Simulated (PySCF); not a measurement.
C3H7NSi, SMILES [SiH3]N1C=CC1.

The structure is a stationary point at TPSSh-D3(BJ)/def2-SVP. The structure was generated by enumeration, and PubChem lists no compound with its InChIKey, so it may never have been made.

All values below come from PySCF with PBE/def2-TZVP.

### Question
Estimate the frontier levels, gap, dipole moment and polarisability. (An estimate is asked for; the answer gives what the named calculation found.)

### Answer

- highest occupied level = -4.85 eV
- lowest empty level = -0.49 eV
- orbital gap = 4.36 eV
- dipole moment = 0.39 D
- quadrupole, principal values (traceless, Buckingham form, about the centre of nuclear charge) = -3.81, -0.28, 4.09 D·Å
- mean static polarisability = 70.9 bohr³ (10.50 Å³)
- polarisability, principal values = 54.5, 68.5, 89.7 bohr³
